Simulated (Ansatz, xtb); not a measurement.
## Two isomers of C6H5Br

Structure a: `C#C/C=C/C(=C)Br`, a singlet. Structure b: `C#C/C(Br)=C/C=C`, a singlet. Both are isolated molecules in the gas phase, relaxed with B3LYP-D3(BJ)/def2-SVP; the shapes shown needn't be the lowest conformers.

a (Å):

```yaml
atoms:
  - { symbol: C, position_ang: [1.0700, -2.7495, -1.1708] }
  - { symbol: C, position_ang: [0.9457, -1.5860, -0.8421] }
  - { symbol: C, position_ang: [0.7646, -0.2329, -0.4546] }
  - { symbol: C, position_ang: [1.7739, 0.6623, -0.3615] }
  - { symbol: C, position_ang: [1.6663, 2.0594, 0.0271] }
  - { symbol: C, position_ang: [2.7168, 2.8937, 0.0981] }
  - { symbol: Br, position_ang: [-0.0765, 2.7354, 0.4593] }
  - { symbol: H, position_ang: [1.1858, -3.7764, -1.4618] }
  - { symbol: H, position_ang: [-0.2567, 0.0869, -0.2214] }
  - { symbol: H, position_ang: [2.7930, 0.3379, -0.5956] }
  - { symbol: H, position_ang: [3.7152, 2.5201, -0.1458] }
  - { symbol: H, position_ang: [2.6132, 3.9384, 0.3920] }
```

b (Å):

```xyz
12

C     2.4486   -2.7425   -0.3605
C     1.8494   -1.6862   -0.3197
C     1.1350   -0.4660   -0.2701
C     1.7105    0.7587   -0.3592
C     1.0492    2.0443   -0.3167
C     1.7067    3.2144   -0.4133
Br   -0.7646   -0.6748   -0.0614
H     2.9814   -3.6739   -0.3970
H     2.7995    0.7595   -0.4761
H    -0.0382    2.0385   -0.1997
H     1.1768    4.1689   -0.3777
H     2.7941    3.2510   -0.5309
```

Quicker runs give these differences E(b) − E(a): GFN2-xTB +0.81 kcal/mol; HF/STO-3G −0.11 kcal/mol (at GFN2-xTB geometries); r2SCAN-D4/def2-SVP +1.23 kcal/mol (at GFN2-xTB geometries).

Which of the two would you expect CCSD(T)/def2-SVP + ΔMP2/def2-TZVPP electronic energies to favour?

CCSD(T)/def2-SVP + ΔMP2/def2-TZVPP gives E(b) − E(a) = +1.64 kcal/mol, slightly favouring structure a, which is too small a margin to settle the true order.

The same difference at several levels:

| level | geometry | E(b) − E(a) (kcal/mol) | departure from the last row (kcal/mol) | job, with rough time for the two |
| --- | --- | --- | --- | --- |
| GFN2-xTB | GFN2-xTB | +0.81 | −0.84 | optimisation, 0.28 s |
| HF/STO-3G | GFN2-xTB | −0.11 | −1.75 | single point, 1.4 s |
| r2SCAN-D4/def2-SVP | GFN2-xTB | +1.23 | −0.41 | single point, 6.9 s |
| B3LYP-D3(BJ)/def2-SVP | B3LYP-D3(BJ)/def2-SVP | +1.09 | −0.56 | optimisation, 1.7 min |
| HF/def2-SVP | B3LYP-D3(BJ)/def2-SVP | +1.88 | +0.24 | part of the CCSD(T) run |
| MP2/def2-SVP | B3LYP-D3(BJ)/def2-SVP | +1.03 | −0.61 | part of the CCSD(T) run |
| CCSD(T)/def2-SVP | B3LYP-D3(BJ)/def2-SVP | +1.30 | −0.34 | single point |
| CCSD(T)/def2-SVP + ΔMP2/def2-TZVPP | B3LYP-D3(BJ)/def2-SVP | +1.64 |  | single point, 3.3 min |

As drawn, both hold the same kinds of bond in the same numbers.

HF/STO-3G finds them nearly level. The largest departure from CCSD(T)/def2-SVP + ΔMP2/def2-TZVPP is that of HF/STO-3G, 1.75 kcal/mol. The last row adds to CCSD(T) the change of the MP2 difference between the two basis sets, here +0.34 kcal/mol.

With thermal terms from frequencies at re-optimised GFN2-xTB minima (ideal gas, soft modes damped towards free rotors, one conformer each, 298.15 K, 1 atm): on the last row, ΔE + ΔZPE = +1.74, ΔH = +1.78, ΔG = +1.71 kcal/mol.

The correlated steps freeze 15 core orbitals; the filled d shell of Br is correlated, in a basis made for valence electrons. Run with Ansatz 0.2.0, xtb 6.7.1; the last row on 2 threads of Intel(R) Xeon(R) Platinum 8488C (Sapphire Rapids) on a shared host.
